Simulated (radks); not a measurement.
The numbers below are computed, except where a source is named.
The cadmium ion Cd3+, 45 electrons, occupied as [Kr] 4d9.

Code: a radial shooting solver on a logarithmic mesh with Libxc functionals. Model: scalar-relativistic Kohn-Sham, r2SCAN, spin-polarised, spherical densities, finite nucleus; open shells are filled with parallel spins first (spin-orbit coupling, left out, can overturn this in heavy ions); meta-GGA in the generalised Kohn-Sham scheme; Fermi nuclear charge, rms radius 4.6087 fm.

Energy parts (hartree):
part                        energy
total                  -5592.95035
kinetic                 5820.05105
electron-nucleus      -13464.02313
Hartree                 2204.84472
exchange-correlation    -153.82299

Orbitals (lengths in bohr, moments of r in powers of bohr; <r^-3> diverges for s and p1/2):
1s up: occ. 1; eigenvalue (hartree) -977.9836; <r^4> 4.073e-06
1s down: occ. 1; eigenvalue (hartree) -977.9837; <r^4> 4.073e-06
2s up: occ. 1; eigenvalue (hartree) -146.8649; <r^4> 0.0007176
2s down: occ. 1; eigenvalue (hartree) -146.8529; <r^4> 0.0007176
2p up: occ. 3; eigenvalue (hartree) -131.8091; <r^-3> 4068; <r^4> 0.0005160
2p down: occ. 3; eigenvalue (hartree) -131.8002; <r^-3> 4069; <r^4> 0.0005159
3s up: occ. 1; eigenvalue (hartree) -28.66910; <r^4> 0.03271
3s down: occ. 1; eigenvalue (hartree) -28.66636; <r^4> 0.03270
3p up: occ. 3; eigenvalue (hartree) -23.69261; <r^-3> 739.0; <r^4> 0.03498
3p down: occ. 3; eigenvalue (hartree) -23.68852; <r^-3> 738.7; <r^4> 0.03496
3d up: occ. 5; eigenvalue (hartree) -15.92398; <r^-3> 100.8; <r^4> 0.03314
3d down: occ. 5; eigenvalue (hartree) -15.91507; <r^-3> 100.7; <r^4> 0.03311
4s up: occ. 1; eigenvalue (hartree) -5.32465; <r^4> 1.138
4s down: occ. 1; eigenvalue (hartree) -5.28527; <r^4> 1.137
4p up: occ. 3; eigenvalue (hartree) -3.85194; <r^-3> 124.5; <r^4> 1.676
4p down: occ. 3; eigenvalue (hartree) -3.81149; <r^-3> 124.7; <r^4> 1.678
4d up: occ. 5; eigenvalue (hartree) -1.71542; <r^-3> 11.38; <r^4> 4.959
4d down: occ. 4; eigenvalue (hartree) -1.67641; <r^-3> 11.33; <r^4> 5.091

The highest occupied level is 4d down at -45.618 eV. The electron density at the nucleus is 1.636e+05 e/bohr^3 (large components only). For comparison, the ionisation energy in NIST's Atomic Spectra Database is 51 eV (theoretical). In exact Kohn-Sham theory the highest level is minus the ionisation energy, but local and semilocal functionals leave it too shallow, through self-interaction and a potential that decays too fast; potentials with the right tail come closer. The density falls to 0.001 e/bohr^3 at r = 3.01 bohr. Spin moment in Bohr magnetons: 1.
